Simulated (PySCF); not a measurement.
C5H7Cl, SMILES CC(C)=C=CCl.

Coordinates come from a r2SCAN-D4/def2-SVP optimisation.

All values below come from SMD-ωB97X/6-31G* (PySCF).

Solvation free energies are E(SMD) − E(gas) at the gas-phase geometry, for 1 M in both phases. In vacuum the dipole moment is 2.71 D.

Task: Estimate the solvation free energies in water, benzene, cyclohexanone. (Estimate from the structure and the level; the computed values follow.)

Result: 
```json
[
 {"solvent": "water", "ΔG(solv) (kcal/mol)": "-0.2", "its non-electrostatic (CDS) part": "3.9", "dipole (D)": "3.66"},
 {"solvent": "benzene", "ΔG(solv) (kcal/mol)": "-4.8", "its non-electrostatic (CDS) part": "-2.9", "dipole (D)": "3.15"},
 {"solvent": "cyclohexanone", "ΔG(solv) (kcal/mol)": "-4.5", "its non-electrostatic (CDS) part": "-0.8", "dipole (D)": "3.58"}
]
```
